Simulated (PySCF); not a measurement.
A PySCF script (with the pyscf-properties extension) for the NMR shieldings of SMILES C[C@]1(F)C[C@H](C(F)(F)F)C1, C6H8F4, on a GFN2-xTB geometry:

```python
import basis_set_exchange as bse
import numpy as np
from pyscf import gto, dft
from pyscf.prop import nmr

atoms = """
C     1.789428    0.410576    1.014320
C     1.012607   -0.598522    0.196697
F     1.791163   -1.732391    0.041827
C     0.437331   -0.116364   -1.149165
C    -0.989272   -0.380273   -0.630978
C    -1.814018    0.873961   -0.443575
F    -2.120731    1.456118   -1.613371
F    -2.977449    0.627483    0.178708
F    -1.185963    1.808141    0.288647
C    -0.409239   -0.947046    0.678999
H     2.029088   -0.013087    1.987007
H     1.200664    1.312358    1.150111
H     2.717061    0.658931    0.503597
H     0.657095    0.920648   -1.391581
H     0.723997   -0.752776   -1.982061
H    -1.584982   -1.074988   -1.223814
H    -0.564896   -2.015987    0.798978
H    -0.720643   -0.430466    1.583996
"""
names = dict.fromkeys(["C", "F", "H"], "pcSseg-1")
basis = {el: gto.basis.parse(bse.get_basis(n, elements=[el], fmt="nwchem")) for el, n in names.items()}
mol = gto.M(atom=atoms, basis=basis, charge=0, verbose=0)
mf = dft.RKS(mol, xc="PBE0")
mf.grids.level = 2
mf.grids.alignment = dft.numint.BLKSIZE   # the property module wants whole blocks of grid points
mf.conv_tol = 1e-9
mf.kernel()

calc = nmr.RKS(mf)   # GIAO
C = mf.mo_coeff
Co = C[:, mf.mo_occ > 0]
resp = mf.gen_response(singlet=True, hermi=2)
def vind(x):   # induced exchange potential for any number of trial vectors
    d = np.einsum("pi,xij,qj->xpq", C, 2 * x.reshape(-1, C.shape[1], Co.shape[1]), Co, optimize=True)
    return np.einsum("xpq,pi,qj->xij", resp(d - d.transpose(0, 2, 1)), C, Co, optimize=True).ravel()
mo1, _ = nmr.rhf.solve_mo1(calc, with_cphf=vind)
sigma = calc.kernel(mo1)
for i, s in enumerate(sigma):   # ppm
    print("%2d %-2s %9.2f" % (i, mol.atom_pure_symbol(i), np.trace(s) / 3))
```

**Question.** What does it print?

**Answer.** 
```
 0 C     159.96
 1 C      92.92
 2 F     325.25
 3 C     150.24
 4 C     156.16
 5 C      49.10
 6 F     257.98
 7 F     257.86
 8 F     270.34
 9 C     150.28
10 H      30.19
11 H      30.16
12 H      30.19
13 H      29.41
14 H      28.99
15 H      28.94
16 H      28.98
17 H      29.40
```

These numbers come from an equivalent density-fitted implementation of the same equations, which agrees with the script to about 0.01 ppm for H and up to a few tenths of a ppm for heavy atoms, so last digits may differ.

Size and cost of the density-fitted run: 210 basis functions, 29 s wall time on 1 thread of an x86-64 server CPU, shared host.
